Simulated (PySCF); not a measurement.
## Polarisability and C₆ of Ar²⁺ (argon, charge +2)

[Ne] 3s2 3p4, high-spin 3P determinant. Calculation: PySCF 2.14, in dyall-acv3z (19s12p6d4f, 113 functions); scalar relativity by spin-free X2C-1e. Coupled (time-dependent) response in atomic units; α is the mean over directions.

```json
{"method": "UHF", "mean α (bohr³)": "4.779", "α xx, yy, zz": "4.834, 4.669, 4.834", "C₆ (like pair)": "16.74", "S(−4)": "5.566"}
{"method": "PBE", "mean α (bohr³)": "4.819", "α xx, yy, zz": "4.839, 4.778, 4.839", "C₆ (like pair)": "16.92", "S(−4)": "5.642"}
{"method": "PBE0", "mean α (bohr³)": "4.785", "α xx, yy, zz": "4.816, 4.724, 4.816", "C₆ (like pair)": "16.76", "S(−4)": "5.549"}
{"method": "HSE06", "mean α (bohr³)": "4.783", "α xx, yy, zz": "4.811, 4.727, 4.811", "C₆ (like pair)": "16.75", "S(−4)": "5.533"}
```

S(−4) is the Cauchy moment in α(ω) = α(0) + S(−4) ω² + …

α(iu) at PBE:

```json
{"u (hartree)": "0", "α(iu) (bohr³)": "4.819"}
{"u (hartree)": "0.0500", "α(iu) (bohr³)": "4.805"}
{"u (hartree)": "0.100", "α(iu) (bohr³)": "4.763"}
{"u (hartree)": "0.200", "α(iu) (bohr³)": "4.605"}
{"u (hartree)": "0.300", "α(iu) (bohr³)": "4.366"}
{"u (hartree)": "0.500", "α(iu) (bohr³)": "3.755"}
{"u (hartree)": "0.750", "α(iu) (bohr³)": "2.969"}
{"u (hartree)": "1.00", "α(iu) (bohr³)": "2.312"}
{"u (hartree)": "1.50", "α(iu) (bohr³)": "1.443"}
{"u (hartree)": "2.00", "α(iu) (bohr³)": "0.9655"}
{"u (hartree)": "3.00", "α(iu) (bohr³)": "0.5184"}
{"u (hartree)": "5.00", "α(iu) (bohr³)": "0.2303"}
```

A single London oscillator, α(iu) = α/(1 + u²/ω²), gives C₆ = (3/4) ω α². Matching the computed C₆ needs ω = 4 × 16.92 / (3 × 4.819²) = 0.971 hartree.

For an ion, C₆ is the dispersion term alone; charge-induced terms of lower order in 1/R come first.

The components differ because the open shell of this determinant is not spherical; for a pure term their mean is the scalar polarisability.
